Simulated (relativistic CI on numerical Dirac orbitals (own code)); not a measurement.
# Mn²⁺ in a cubic cluster: 2p photoemission with charge transfer

Computed with a charge-transfer multiplet model of a cubic metal-ligand cluster with up to one ligand hole, Slater and spin-orbit integrals from Dirac-Coulomb-Breit ions, Slater integrals scaled by 0.9. The ground state mixes d5 with configurations of k ligand holes L, whose averages lie at kΔ + k(k − 1)U_dd/2; a core hole lowers each added d electron by U_cd. 300 K, Lorentzian 0.6 eV and Gaussian 0.8 eV FWHM.

Atomic integrals in eV (Slater integrals scaled, ζ unscaled), ground: F2dd 9.229, F4dd 5.732, zeta_d 0.037; with the core hole: F2dd 10.932, F4dd 6.843, zeta_d 0.060, zeta_core 6.788, F2cd 6.321, G1cd 4.735, G3cd 2.690.

Cluster parameters (eV): Δ = 5.7, U_dd = 6.9, 10Dq = 1.05, 10Dq(ligand) = 0.4, V(eg) = 1.75, V(t2g) = -0.91, final-state hopping factor = 1.

```
         Case   n_d    d5   d6L     S
U_cd = 7.9 eV  5.09  0.91  0.09  2.50
U_cd = 8.5 eV  5.09  0.91  0.09  2.50
U_cd = 9.7 eV  5.09  0.91  0.09  2.50
```

Weights, n_d and S are thermal averages at 300 K. Binding energies count from the first peak over 30 % of the highest in each spectrum, which can be another peak from case to case. The parameters are a model scan and need not match a compound or its usual spin state. Peaks in eV (height, largest 100):
- U_cd = 7.9 eV: 0.0 (100), 1.1 (81), 6.2 (28), 7.2 (26), 12.3 (44), 13.4 (44), 18.3 (11), 19.3 (11)
- U_cd = 8.5 eV: 0.0 (100), 1.1 (80), 6.1 (33), 7.1 (30), 12.3 (45), 13.4 (44), 18.2 (14), 19.3 (14)
- U_cd = 9.7 eV: 0.0 (100), 1.0 (78), 6.1 (48), 7.1 (42), 12.1 (48), 13.3 (45), 18.3 (20), 19.4 (22)

Curve for U_cd = 9.7 eV (points under 2 left out, the grid thinned):

```json
{"E (eV)": "-3.1", "Intensity": "2.5"}
{"E (eV)": "-2.5", "Intensity": "3.7"}
{"E (eV)": "-1.9", "Intensity": "6.0"}
{"E (eV)": "-1.3", "Intensity": "12.9"}
{"E (eV)": "-0.6", "Intensity": "53.3"}
{"E (eV)": "0.0", "Intensity": "100.0"}
{"E (eV)": "0.6", "Intensity": "79.7"}
{"E (eV)": "1.2", "Intensity": "77.2"}
{"E (eV)": "1.8", "Intensity": "70.5"}
{"E (eV)": "2.4", "Intensity": "53.1"}
{"E (eV)": "3.0", "Intensity": "33.6"}
{"E (eV)": "3.7", "Intensity": "23.4"}
{"E (eV)": "4.3", "Intensity": "22.0"}
{"E (eV)": "4.9", "Intensity": "23.8"}
{"E (eV)": "5.5", "Intensity": "32.5"}
{"E (eV)": "6.1", "Intensity": "47.8"}
{"E (eV)": "6.7", "Intensity": "41.6"}
{"E (eV)": "7.3", "Intensity": "41.3"}
{"E (eV)": "7.9", "Intensity": "33.3"}
{"E (eV)": "8.6", "Intensity": "23.6"}
{"E (eV)": "9.2", "Intensity": "14.6"}
{"E (eV)": "9.8", "Intensity": "12.8"}
{"E (eV)": "10.4", "Intensity": "15.9"}
{"E (eV)": "11.0", "Intensity": "22.9"}
{"E (eV)": "11.6", "Intensity": "39.8"}
{"E (eV)": "12.2", "Intensity": "47.4"}
{"E (eV)": "12.9", "Intensity": "43.2"}
{"E (eV)": "13.5", "Intensity": "43.6"}
{"E (eV)": "14.1", "Intensity": "30.2"}
{"E (eV)": "14.7", "Intensity": "18.2"}
{"E (eV)": "15.3", "Intensity": "15.2"}
{"E (eV)": "15.9", "Intensity": "12.7"}
{"E (eV)": "16.5", "Intensity": "10.3"}
{"E (eV)": "17.1", "Intensity": "10.4"}
{"E (eV)": "17.8", "Intensity": "16.8"}
{"E (eV)": "18.4", "Intensity": "20.2"}
{"E (eV)": "19.0", "Intensity": "19.9"}
{"E (eV)": "19.6", "Intensity": "20.5"}
{"E (eV)": "20.2", "Intensity": "11.2"}
{"E (eV)": "20.8", "Intensity": "5.7"}
{"E (eV)": "21.4", "Intensity": "3.9"}
{"E (eV)": "22.1", "Intensity": "3.0"}
{"E (eV)": "22.7", "Intensity": "3.1"}
{"E (eV)": "23.3", "Intensity": "3.1"}
{"E (eV)": "23.9", "Intensity": "2.1"}
```

For the case U_cd = 7.9 eV, Δ = 5.7 eV is smaller than U_dd = 6.9 eV, the charge-transfer side of the Zaanen-Sawatzky-Allen scheme. With the core hole the configuration with one ligand hole lies at Δ − U_cd = -2.2, -2.8, -4.0 eV from the one without, in the order of the table; where this is negative the screened configuration lies lower, though the effective hopping of about 2.9 eV (from the holes of the mixed ground state) mixes the two strongly wherever it is as large as the gap.

With at most 1 ligand hole the space is cut while the next configuration still counts, so covalency is underestimated, and a final configuration with one more ligand hole, which can lie low, is missing from the spectra.
